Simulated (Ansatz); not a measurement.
Input for Ansatz (a program for electronic structure): R-PBE0/def2-TZVPPD on GeH4 (SMILES [GeH4]) with ghost functions, monomers drawn apart or pushed together. Files ending in .json are basis or fitting sets from the Basis Set Exchange.

Ansatz 0.2 input:
```yaml
crystal:
  periodic: [false, false, false]
  atoms:
    - {symbol: Ge, position_ang: [0.53306127, 0.75038339, 4.95521300]}
    - {symbol: H, position_ang: [-0.27662648, -0.52026501, 5.24634575]}
    - {symbol: H, position_ang: [1.39793994, 0.52562214, 3.70343480]}
    - {symbol: H, position_ang: [1.45228524, 1.06211482, 6.14554552]}
    - {symbol: H, position_ang: [-0.41710045, 1.93014669, 4.71147847]}
basis:
  gaussian:
    orbitals: def2-TZVPPD.json
    ghost_atoms:
      - {symbol: O, position_ang: [0.50536963, -0.83131025, -0.63911488]}
      - {symbol: C, position_ang: [-0.45256970, -0.62919458, -0.01865846]}
      - {symbol: O, position_ang: [-1.41230485, -0.42745232, 0.60109435]}
hamiltonian:
  xc: {name: PBE0}
scf: {lower_state_search: off}
```

It printed:

```
WARN ansatz: RAYON_NUM_THREADS=1 ignored (pool sized by the plan → 1); use --threads N
Functional definition: PBE0
these checks for a lower state are left out or cut short: stability, starts, cluster_reference, orbital_swaps, neighbouring_geometries, increment
integrals: 0.14 GiB planned
1182 factors; their error is unknown
mean field: 1.15 GiB planned
mean field evaluation 1: about -56575.2408 eV, gradient 1.6e1 eV
mean field evaluation 2: about -56575.3767 eV, gradient 1.5e1 eV
mean field evaluation 4: about -56575.4931 eV, gradient 3.1e-1 eV
mean field evaluation 8: about -56575.7261 eV, gradient 9.3e-4 eV
mean field -56575.72609554 eV, -2079.1195856066 hartree, gradient 4.2e-6 eV, S^2 0.000000; 0 other end points of the search recorded, 0 dependent functions left out
reference -56575.72612413 eV, -2079.1195866572 hartree; 18, 18 occupied and 221, 221 virtual orbitals, 1182 factors
Total energy: -56575.72612413 eV, -2079.1195866572 hartree
Checks for a lower state left out: stability, starts, cluster_reference, orbital_swaps, neighbouring_geometries, increment
```

Self-consistency was reached.

Cost: very roughly 4 core-seconds.
